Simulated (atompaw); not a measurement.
## Ti: variants of one PAW (atompaw) potential

Base potential:

* Element: Ti (Z = 22)
* Generator: atompaw 4.2.0.5
* Type: PAW
* Functional: LDA (PW92)
* Relativity: scalar-relativistic
* Frozen core: [Ne]
* Valence charge: 12
* Reference configuration: 3s2 3p6 3d2 4s2 4p0
* Partial waves: 3s (bound): rc 1.70 bohr; 4s (bound): rc 0.35 bohr; 3p (bound): rc 1.45 bohr; 4p (bound, empty): rc 2.10 bohr; 3d (bound): rc 1.30 bohr; 3d channel at 0.05 Ry: rc 2.10 bohr
* Local potential: bessel scheme, radius 1.55 bohr
* Core correction: smooth core density matched at 1.85 bohr
* Augmentation charge: sinc compensation charge, radius 2.10 bohr; PAW radius 2.10 bohr; waves and projectors: custom polynom gramschmidtortho

All-electron outer shells of the reference configuration (LDA (PW92), scalar-relativistic, ld1.x):

```json
{"shell": "2s", "level (eV)": "-535.46", "outermost node (bohr)": "0.09", "outermost maximum (bohr)": "0.27"}
{"shell": "2p", "level (eV)": "-443.97", "outermost node (bohr)": "–", "outermost maximum (bohr)": "0.22"}
{"shell": "3s", "level (eV)": "-62.27", "outermost node (bohr)": "0.40", "outermost maximum (bohr)": "0.87"}
{"shell": "3p", "level (eV)": "-38.79", "outermost node (bohr)": "0.37", "outermost maximum (bohr)": "0.90"}
{"shell": "4s", "level (eV)": "-4.59", "outermost node (bohr)": "1.25", "outermost maximum (bohr)": "2.88"}
{"shell": "3d", "level (eV)": "-4.46", "outermost node (bohr)": "–", "outermost maximum (bohr)": "0.97"}
{"shell": "4p", "level (eV)": "-1.54", "outermost node (bohr)": "1.39", "outermost maximum (bohr)": "3.80"}
```

Cutoffs, loose and tight: the cutoffs (Ry, on a coarse ladder) from which the occupation-weighted sum of valence levels, in a spherical-Bessel basis at the reference potential, stays within 10 and 1 mRy of its value at 400 Ry. They see the waves, projectors and local potential, not the compensation charge or the core. A dash means not determined.

A true bound ghost makes a file unfit for plane-wave use even where its test errors are small: the radial tests pick states by their node count and pass the ghost by.

```tsv
change	outcome	cutoff, loose	cutoff, tight	bound ghosts
base	generated	140 Ry	200 Ry	s
local potential bessel scheme, radius 0.88 bohr	failed: atompaw: The overlap operator has at least one negative eigenvalue!	–	–	–
local potential bessel scheme, radius 1.12 bohr	failed: atompaw: The overlap operator has at least one negative eigenvalue!	–	–	–
local potential bessel scheme, radius 1.42 bohr	generated	140 Ry	200 Ry	s
local potential bessel scheme, radius 1.58 bohr	generated	140 Ry	200 Ry	s
```

Task: What comes out with this change to the base: local potential bessel scheme, radius 2.02 bohr?

Result: outcome: generated; cutoff, loose: 140 Ry; cutoff, tight: 200 Ry; bound ghosts: none.

Task: What comes out with this change to the base: local potential bessel scheme, radius 1.74 bohr?

Result: outcome: generated; cutoff, loose: 160 Ry; cutoff, tight: 200 Ry; bound ghosts: s.

Reading the sweep of the r_vloc (base included, trends over the rows without a ghost): Bound ghosts are found at 1.42, 1.55, 1.58, 1.74 bohr. The generation fails at 0.88, 1.12 bohr.
